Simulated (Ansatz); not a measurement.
Relaxation of Cl3H3Si2 (8 atoms, charge 0, multiplicity 1), to a largest force component of 0.02 eV/Å in at most 40 steps.

Level of theory: RKS B3LYP-D4/def2-SVP in Ansatz 0.2.0.

```xyz
8
Properties=species:S:1:pos:R:3
Si 0.000 0.000 0.000
Si 0.000 0.000 2.220
H -1.315 -0.407 2.707
H 1.010 -0.935 2.707
H 0.305 1.342 2.707
Cl 2.009 0.000 -0.709
Cl -1.003 1.738 -0.709
Cl -1.003 -1.738 -0.709
```

Question: Where does it end, and by what steps?

Answer: The forces met the threshold. The force dipped under the threshold on the way, but the program's further checks kept it going. After 8 steps the energy has fallen by 0.230 eV; H5 moved furthest, 0.29 Å.

| step | energy less start (eV) | largest force component (eV/Å) | accepted |
| --- | --- | --- | --- |
| 0 | 0.0000 | 2.284 | yes |
| 1 | -0.2074 | 0.647 | yes |
| 2 | -0.2196 | 0.051 | yes |
| 3 | -0.2209 | 0.039 | yes |
| 4 | -0.2214 | 0.271 | yes |
| 5 | -0.2275 | 0.125 | yes |
| 6 | -0.2296 | 0.013 | yes |
| 7 | -0.2299 | 0.021 | yes |
| 8 | -0.2299 | 0.007 | yes |

```xyz
8
Properties=species:S:1:pos:R:3
Si 0.000 0.000 -0.050
Si 0.001 0.000 2.287
H -1.404 -0.140 2.762
H 0.824 -1.147 2.764
H 0.582 1.286 2.764
Cl 1.930 0.204 -0.770
Cl -1.141 1.570 -0.771
Cl -0.789 -1.773 -0.771
```

The run took 12 s on 4 threads of Arm Neoverse V2, with other jobs on the host, peak memory 0.26 GiB.
